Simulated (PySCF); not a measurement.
# Hartree-Fock beside MP2: B2FH2O cation

All numbers below are calculated, not measured. The program is PySCF 2.14.0, an open-source quantum chemistry code, run on an isolated molecule that a program drew, which may never have been made. The molecule is B2FH2O cation (charge +1, singlet), drawn as the SMILES string `[BH+]OBF`.

The geometry was optimised and harmonic frequencies were computed with HF and MP2, all in the cc-pVDZ basis, for the commonest isotopes, with a restricted reference for singlets and an unrestricted one otherwise, and a frozen core in MP2. Each result is a local minimum of its method.

Geometry at the HF minimum:
```xyz
6
B2FH2O cation, angstrom
B    -0.1146   -0.5722   -0.7309
O     0.1810    0.3811   -0.0320
B     0.4733    1.5710    0.7675
F    -0.2794    2.5683    0.4830
H    -0.3916   -1.4926   -1.3977
H     1.3378    1.4906    1.5596
```

Lengths of the bonds as drawn, in Å (atoms numbered as above):
| bond | HF | MP2 |
|---|---|---|
| B1-O2 | 1.218 | 1.236 |
| O2-B3 | 1.463 | 1.497 |
| B3-F4 | 1.281 | 1.292 |
| B1-H5 | 1.170 | 1.178 |
| B3-H6 | 1.175 | 1.184 |

Rotational constants, in GHz:
| constant | HF | MP2 |
|---|---|---|
| A | 44.37 | 46.72 |
| B | 4.848 | 4.607 |
| C | 4.371 | 4.193 |

Harmonic frequencies in cm^-1, each column in rising order, so a row needn't be the same motion in every method:
```
rank,HF,MP2
1,93,94
2,150,132
3,496,458
4,826,759
5,833,767
6,841,769
7,958,?
8,1130,1067
9,1443,1406
10,1851,1773
11,2956,2880
12,3018,2935
```

**Estimate the missing MP2 frequency from the HF column.**

A single factor s that minimises the squared misfit of MP2 against s times HF over the other rows is sum(HF x MP2) / sum(HF^2) = 0.9653, with an rms misfit of 26 cm^-1. For rank 7 it gives 0.9653 x 958 = 925 cm^-1. The calculation gives 904 cm^-1, 21 cm^-1 below the estimate. The drawn bonds are on average 1.2 % longer in MP2 than in HF.
